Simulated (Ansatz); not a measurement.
Consider the formal loss of a carbene: `C[NH2+][Al-]([F])([F])[F]` → `[CH2]` (triplet) + `[NH3+][Al-]([F])([F])[F]`.

Calculated with Ansatz (gas phase, PBE0-D4/def2-TZVP geometries, no zero-point term in ΔE). CCSD(T)/CBS is the MP2 limit (def2-TZVPP, def2-QZVPP) plus CCSD(T) − MP2 in def2-TZVPP, frozen cores. This one scheme is used for every species. Triplets are unrestricted, without spin–orbit coupling. One conformer a species, not always the lowest.

```json
{"species": "`C[NH2+][Al-]([F])([F])[F]`", "CCSD(T)/CBS(def2) energy (Eh)": "-637.45395"}
{"species": "`[CH2]` (triplet)", "CCSD(T)/CBS(def2) energy (Eh)": "-39.09499"}
{"species": "`[NH3+][Al-]([F])([F])[F]`", "CCSD(T)/CBS(def2) energy (Eh)": "-598.20397"}
```

Q: Work out ΔE.

A: ΔE = (-39.09499) + (-598.20397) − (-637.45395) = 0.15499 Eh = +4.22 eV.

Largest T1 diagnostic among the species: 0.011.

At CCSD(T), def2-SVP lies −0.12 eV from the extrapolated value and def2-TZVPP −0.10 eV. From PBE to PBE0 (25 % exact exchange), in def2-TZVPP and without D4, ΔE moves by −0.08 eV. In def2-TZVPP, CCSD(T) changes the Hartree–Fock value by +1.36 eV (the triples alone add +0.11 eV) and MP2 by +1.46 eV.
